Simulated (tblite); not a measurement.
A tight-binding relaxation on `C=[C]([GaH2-][NH3+])[C@@H](O)CC#N`.

Computed with GFN2-xTB geometry optimisation, gas phase (tblite 0.8.0). Start geometry: from a force field or distance geometry. The input is one job of a driver script: a line of settings, then coordinates in Å.

Command:
```bash
OMP_NUM_THREADS=1 python probes_run.py task.json out
```

Input:
```
{"job": {"kind": "relax", "xc": "GFN2-xTB", "basis": "xTB"}, "charge": 0, "multiplicity": 1}
C     -0.341600    -0.686900    -1.900400
C      0.103200    -0.497300    -0.679800
Ga     2.023500    -0.025900    -0.496100
N      2.321200     1.420900     0.677000
C     -0.672700    -0.639300     0.576000
O     -0.550300     0.477700     1.404100
C     -2.136000    -0.821100     0.163500
C     -2.615200     0.327200    -0.575500
N     -3.007300     1.225700    -1.187900
H      0.355300    -0.556400    -2.730300
H     -1.351700    -0.954900    -2.174200
H      2.581400     0.325900    -1.959900
H      2.768900    -1.316600     0.043500
H      2.846700     1.058300     1.512700
H      2.963100     2.110000     0.198800
H      1.479700     1.953500     0.973100
H     -0.366700    -1.517700     1.154500
H     -1.450600     0.864600     1.594200
H     -2.178700    -1.713300    -0.466300
H     -2.777400    -1.023900     1.050700
```

Output:
```
step      E/eV     max force
  0    -742.78797    2.606
  1    -743.01530    4.481
  2    -742.97092    5.209
  3    -743.18428    0.875
  4    -743.22585    0.596
  5    -743.27310    1.094
  6    -743.31451    0.424
  7    -743.33824    0.471
  8    -743.36341    0.481
  9    -743.38325    0.410
... (213 lines left out)
223    -744.05594    0.027
224    -744.05606    0.026
225    -744.05616    0.019
226    -744.05622    0.027
227    -744.05627    0.017
228    -744.05633    0.014
229    -744.05637    0.012
230    -744.05639    0.013
231    -744.05641    0.013
232    -744.05641    0.006
```

«max force» is the largest atomic force in eV/Å.

Task: From which step on does the largest force stay under 0.1 eV/Å, and how much energy is left to gain from there?

Result: From step 142 (0.089 eV/Å), 28.2 meV above the end.

In short: energy lowered by 29.3 kcal/mol over 232 steps; largest atomic force 0.006 eV/Å at the end.

Time: 5.7 s of wall time. Hardware: Intel Xeon at 2.50 GHz, one thread, shared host.
Labels such as C1 count atoms from 1, the log's own numbers from 0.
